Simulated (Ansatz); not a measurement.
Coupled-cluster diagnostics for the cluster H2Au2⁻, Ansatz.

Geometry of the doublet (PBE0-D4/def2-TZVPD):

```csv
atom,x (Å),y (Å),z (Å)
Au1,0.911,1.321,-1.425
Au2,-0.293,-0.507,0.395
H3,-0.874,-1.958,0.832
H4,0.257,1.144,0.198
```

In the def2 sets Au takes a core potential; there is no spin–orbit coupling. Correlated methods freeze no core orbitals; core or outer-core shells of Au are correlated, in sets that lack core-valence functions. The structure comes from a short search, and lower isomers may exist.

Geometry of the charge -1 quartet (PBE0-D4/def2-TZVPD):

```csv
atom,x (Å),y (Å),z (Å)
Au1,0.269,1.354,0.227
Au2,0.058,-1.386,-0.186
H3,-0.318,-0.139,1.092
H4,-0.009,0.171,-1.133
```

Problem. Estimate the CCSD(T) correlation energy, the shares of MP2 and (T), T1 and the reference's ⟨S²⟩ for: charge -1, doublet, own geometry in def2-TZVPD; charge -1, quartet, own geometry in def2-TZVPD; and the rough time on 4 threads of Arm Neoverse V1 on a shared host.

Solution. 
```json
{"state": "charge -1, doublet, own geometry", "basis": "def2-TZVPD", "correlation (eV)": "-24.172", "MP2 share (%)": "104.2", "(T) share (%)": "3.1", "T1": "0.026", "⟨S²⟩ (pure)": "0.76 (0.75)", "wall time": "57 s"}
{"state": "charge -1, quartet, own geometry", "basis": "def2-TZVPD", "correlation (eV)": "-23.913", "MP2 share (%)": "104.5", "(T) share (%)": "3.3", "T1": "0.025", "⟨S²⟩ (pure)": "3.80 (3.75)", "wall time": "56 s"}
```
Customary marks for T1 are 0.02 (closed shells), 0.045 (open shells) and about 0.05 (3d metals). T1 exceeds 0.02 in 2 of 2 rows and 0.045 in 0; the higher it lies, the less the single-reference result can be trusted.
